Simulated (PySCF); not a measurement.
Numbering as in the mapped SMILES `[CH3:1][CH2:2][CH:3]1[CH2:4][P:5]([CH:6]([CH3:7])[CH3:8])[CH2:9]1`; H(Xn) means a hydrogen on atom n. Ha(C4), Ha(C9) are cis to C2 on the ring; Hb(C4), Hb(C9) are trans to C2 on the ring.

Theoretical values (PySCF 2.14): GFN2-xTB geometry, NMR shieldings at PBE0/pcSseg-1/GIAO. No solvent model, equivalent nuclei averaged, one conformer, no relativistic terms.

References, each an isolated molecule treated in the same way: ¹³C against TMS.

Do the ¹³C shifts follow the atomic charges (in e)? Tabulate both.

Results:


| atoms | hybridisation | δ (ppm) | σ para (ppm) | Hirshfeld | IAO | Mulliken | ESP-fitted |
| --- | --- | --- | --- | --- | --- | --- | --- |
| C3 | sp3 | 42.0 | -107 | -0.02 | -0.10 | -0.33 | -0.12 |
| C2 | sp3 | 38.3 | -99 | -0.07 | -0.25 | -0.19 | -0.02 |
| C6 | sp3 | 33.7 | -99 | -0.06 | -0.26 | -0.55 | +0.70 |
| C4/C9 | sp3 | 27.4 | -96 | -0.12 | -0.44 | -0.34 | +0.32 |
| C7/C8 | sp3 | 20.9 | -81 | -0.12 | -0.42 | -0.21 | -0.67 |
| C1 | sp3 | 13.0 | -72 | -0.12 | -0.42 | -0.26 | -0.11 |

Correlation coefficients of δ with charge over these carbons: Hirshfeld +0.88, IAO +0.86, Mulliken -0.25, ESP-fitted +0.33; with the paramagnetic shielding -0.97. With so few points these coefficients are fragile. Charge is one influence among several: hybridisation and low-lying excitations act through the paramagnetic term.

Shifts are as computed. Against solution values, carbons near 30 ppm lie about +3 ppm off and those near 130 ppm about +5 ppm. Of 1211 compounds with measured shifts, 218 miss one by over three times the rms of a fit or turn the order of signals round; such compounds aren't used in these exercises.
